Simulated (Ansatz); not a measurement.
A structure relaxed at PBE0-D4/def2-TZVP, charge 0, multiplicity 1:

Cartesian coordinates in Å:
```
C -0.980 -0.626 0.320
C 0.467 -0.163 0.260
C 1.083 -0.391 -1.123
Si 0.835 1.655 0.782
O -0.663 2.240 1.170
H -1.407 -0.527 1.323
H -1.610 -0.057 -0.374
H -1.081 -1.679 0.037
H 1.057 -0.752 0.981
H 2.123 -0.055 -1.169
H 0.532 0.154 -1.897
H 1.066 -1.450 -1.399
H -1.421 1.651 1.089
```

(1) Give its formula and SMILES.

(2) Point group (tolerance 0.08 Å, 0.16 Å for H)?

(3) Summarise the bond lengths by kind.

Answers

(1) C3H8OSi, `CC(C)[Si]O`.

(2) C1.

(3) 2 × C–C 1.520 to 1.531 Å; 7 × C–H 1.094 to 1.103 Å; 1 × C–Si 1.927 Å; 1 × O–Si 1.654 Å; 1 × H–O 0.963 Å.

Results of the Gaussian-basis code of Ansatz.
